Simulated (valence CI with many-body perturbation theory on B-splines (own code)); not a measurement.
# Sm22+: M1 decay

Level of theory: valence CI with perturbative core correlation (CI+MBPT): four valence electrons over a frozen Dirac-Fock core [Kr], radial functions for each j: 9 s, 9 p, 10 d, 8 f, 5 g, 3 h, 1 i, with the one-electron correlation potential Σ1, the two-electron term Σ2, the three-electron term Σ3, Breit, model QED; selected CI, second order for the rest (own B-spline code, finite nucleus).

No measured spectrum was set against this ion. As an estimate, terms of the open shell hold to 2 to 4 % of their energy, and close levels can change places. Only levels of the ground parity were solved; by the run's estimate the other parity begins above the list, which can be wrong where configurations are misplaced.

Lines 51 to 100 of 120 in falling wavelength, among levels below 41.130 eV, chosen from the decays that carry over 1 % of a level's rate. Wavelengths and rates use the calculated energies, so an error of 2000 cm⁻¹ moves a line at 178.9 nm by 3.6 % and its rate by three times that or more. S is in atomic units (e²a₀⁴ for E2 and M2, e²a₀⁶ for E3), for M1 in squared Bohr magnetons. Weak lines are less certain than strong ones. Lines between different terms over intervals too small for the method are left out, as are lines whose strength nearly cancels. The highest levels of a list are the least certain.

Levels are named by their leading jj configuration (3d3/2^4 stands for four electrons in 3d with j = 3/2), which in mixed levels can hold well under half, so a name can repeat and another be missing. Letters in brackets count levels of one name in rising energy.

| λ vac (nm) | Upper | Lower | Type | A (s⁻¹) | S (a.u.) |
| --- | --- | --- | --- | --- | --- |
| 179.6 | (4d3/2^2 4d5/2^2) J=0 [a] | (4d3/2^3 4d5/2) J=1 | M1 | 6.23e+03 | 1.34e+00 |
| 178.9 | (4d5/2^4) J=4 | (4d3/2 4d5/2^3) J=5 | M1 | 2.77e+02 | 5.29e-01 |
| 170.2 | (4d3/2 4d5/2^3) J=6 | (4d3/2^2 4d5/2^2) J=5 | M1 | 1.30e+03 | 3.10e+00 |
| 165.4 | (4d3/2 4d5/2^3) J=3 [b] | (4d3/2^2 4d5/2^2) J=3 [b] | M1 | 1.25e+03 | 1.47e+00 |
| 164.9 | (4d3/2^2 4d5/2^2) J=1 | (4d3/2^3 4d5/2) J=2 | M1 | 2.95e+03 | 1.47e+00 |
| 163.5 | (4d3/2 4d5/2^3) J=3 [b] | (4d3/2^2 4d5/2^2) J=2 [b] | M1 | 6.81e+02 | 7.71e-01 |
| 162.7 | (4d3/2 4d5/2^3) J=2 | (4d3/2^2 4d5/2^2) J=3 [b] | M1 | 7.68e+02 | 6.12e-01 |
| 161.6 | (4d3/2^2 4d5/2^2) J=4 [c] | (4d3/2^2 4d5/2^2) J=5 | M1 | 1.19e+02 | 1.68e-01 |
| 161.0 | (4d3/2^2 4d5/2^2) J=4 [b] | (4d3/2^3 4d5/2) J=3 | M1 | 1.94e+02 | 2.70e-01 |
| 160.8 | (4d3/2 4d5/2^3) J=2 | (4d3/2^2 4d5/2^2) J=2 [b] | M1 | 3.57e+02 | 2.75e-01 |
| 160.3 | (4d3/2 4d5/2^3) J=3 [c] | (4d3/2 4d5/2^3) J=3 [a] | M1 | 3.47e+01 | 3.72e-02 |
| 158.6 | (4d3/2^2 4d5/2^2) J=4 [b] | (4d3/2^3 4d5/2) J=4 | M1 | 1.95e+01 | 2.60e-02 |
| 157.0 | (4d3/2 4d5/2^3) J=1 [a] | (4d3/2^2 4d5/2^2) J=2 [a] | M1 | 2.07e+03 | 8.91e-01 |
| 157.0 | (4d3/2 4d5/2^3) J=3 [b] | (4d3/2^2 4d5/2^2) J=4 [b] | M1 | 4.99e+02 | 5.01e-01 |
| 156.1 | (4d3/2 4d5/2^3) J=3 [c] | (4d3/2^2 4d5/2^2) J=2 [c] | M1 | 6.88e+02 | 6.78e-01 |
| 155.4 | (4d3/2^2 4d5/2^2) J=2 [d] | (4d3/2^2 4d5/2^2) J=1 | M1 | 1.51e+02 | 1.05e-01 |
| 154.8 | (4d3/2^2 4d5/2^2) J=2 [b] | (4d3/2^3 4d5/2) J=3 | M1 | 1.53e+01 | 1.05e-02 |
| 153.3 | (4d3/2 4d5/2^3) J=1 [b] | (4d3/2^2 4d5/2^2) J=2 [c] | M1 | 1.02e+03 | 4.11e-01 |
| 153.1 | (4d3/2^2 4d5/2^2) J=3 [b] | (4d3/2^3 4d5/2) J=3 | M1 | 9.55e+01 | 8.89e-02 |
| 153.1 | (4d5/2^4) J=4 | (4d3/2 4d5/2^3) J=3 [a] | M1 | 1.14e+03 | 1.36e+00 |
| 150.9 | (4d3/2^2 4d5/2^2) J=3 [b] | (4d3/2^3 4d5/2) J=4 | M1 | 1.33e+03 | 1.18e+00 |
| 146.7 | (4d3/2^2 4d5/2^2) J=2 [a] | (4d3/2^3 4d5/2) J=1 | M1 | 2.27e+03 | 1.33e+00 |
| 145.8 | (4d5/2^4) J=2 [a] | (4d3/2 4d5/2^3) J=3 [a] | M1 | 1.14e+03 | 6.54e-01 |
| 143.1 | (4d3/2 4d5/2^3) J=0 | (4d3/2^2 4d5/2^2) J=1 | M1 | 4.25e+03 | 4.61e-01 |
| 142.3 | (4d5/2^4) J=2 [a] | (4d3/2^2 4d5/2^2) J=2 [c] | M1 | 1.03e+03 | 5.49e-01 |
| 142.1 | (4d3/2^2 4d5/2^2) J=4 [c] | (4d3/2^2 4d5/2^2) J=3 [a] | M1 | 7.99e+02 | 7.65e-01 |
| 141.9 | (4d3/2 4d5/2^3) J=5 | (4d3/2^2 4d5/2^2) J=4 [a] | M1 | 2.96e+02 | 3.44e-01 |
| 136.2 | (4d3/2 4d5/2^3) J=3 [c] | (4d3/2 4d5/2^3) J=4 [a] | M1 | 4.88e+02 | 3.20e-01 |
| 133.7 | (4d3/2^2 4d5/2^2) J=2 [b] | (4d3/2^3 4d5/2) J=2 | M1 | 1.48e+02 | 6.56e-02 |
| 132.4 | (4d3/2^2 4d5/2^2) J=3 [b] | (4d3/2^3 4d5/2) J=2 | M1 | 9.53e+01 | 5.74e-02 |
| 131.5 | (4d3/2^2 4d5/2^2) J=2 [d] | (4d3/2^2 4d5/2^2) J=2 [a] | M1 | 4.59e+01 | 1.94e-02 |
| 131.3 | (4d3/2 4d5/2^3) J=1 [a] | (4d3/2^2 4d5/2^2) J=0 [a] | M1 | 2.85e+03 | 7.19e-01 |
| 131.0 | (4d3/2 4d5/2^3) J=2 | (4d3/2^2 4d5/2^2) J=1 | M1 | 9.95e+02 | 4.15e-01 |
| 130.9 | (4d5/2^4) J=4 | (4d3/2 4d5/2^3) J=4 [a] | M1 | 4.00e+03 | 3.00e+00 |
| 129.9 | (4d3/2^2 4d5/2^2) J=2 [d] | (4d3/2^2 4d5/2^2) J=3 [a] | M1 | 1.72e+02 | 6.98e-02 |
| 128.7 | (4d3/2^2 4d5/2^2) J=4 [c] | (4d3/2^2 4d5/2^2) J=4 [a] | M1 | 1.02e+03 | 7.24e-01 |
| 124.3 | (4d3/2 4d5/2^3) J=4 [a] | (4d3/2^3 4d5/2) J=3 | M1 | 7.72e+02 | 4.94e-01 |
| 122.8 | (4d3/2 4d5/2^3) J=4 [a] | (4d3/2^3 4d5/2) J=4 | M1 | 5.10e+01 | 3.16e-02 |
| 115.0 | (4d3/2 4d5/2^3) J=3 [b] | (4d3/2^2 4d5/2^2) J=2 [a] | M1 | 6.18e+01 | 2.43e-02 |
| 113.7 | (4d3/2 4d5/2^3) J=3 [b] | (4d3/2^2 4d5/2^2) J=3 [a] | M1 | 5.26e+02 | 2.01e-01 |
| 112.4 | (4d3/2 4d5/2^3) J=2 | (4d3/2^2 4d5/2^2) J=3 [a] | M1 | 1.57e+03 | 4.13e-01 |
| 111.3 | (4d3/2^2 4d5/2^2) J=2 [c] | (4d3/2^3 4d5/2) J=3 | M1 | 3.81e+03 | 9.74e-01 |
| 110.6 | (4d3/2 4d5/2^3) J=1 [b] | (4d3/2^2 4d5/2^2) J=2 [b] | M1 | 1.42e+02 | 2.13e-02 |
| 109.2 | (4d3/2 4d5/2^3) J=3 [a] | (4d3/2^3 4d5/2) J=3 | M1 | 4.02e+02 | 1.36e-01 |
| 109.2 | (4d5/2^4) J=4 | (4d3/2^2 4d5/2^2) J=3 [b] | M1 | 4.73e+02 | 2.06e-01 |
| 108.9 | (4d3/2 4d5/2^3) J=3 [c] | (4d3/2^2 4d5/2^2) J=4 [b] | M1 | 9.34e+01 | 3.13e-02 |
| 106.4 | (4d3/2^2 4d5/2^2) J=2 [b] | (4d3/2^3 4d5/2) J=1 | M1 | 2.46e+02 | 5.49e-02 |
| 105.5 | (4d5/2^4) J=4 | (4d3/2^2 4d5/2^2) J=4 [b] | M1 | 9.69e+01 | 3.80e-02 |
| 104.9 | (4d3/2 4d5/2^3) J=3 [b] | (4d3/2^2 4d5/2^2) J=4 [a] | M1 | 6.42e+02 | 1.92e-01 |
| 99.99 | (4d3/2^2 4d5/2^2) J=2 [c] | (4d3/2^3 4d5/2) J=2 | M1 | 4.65e+02 | 8.61e-02 |
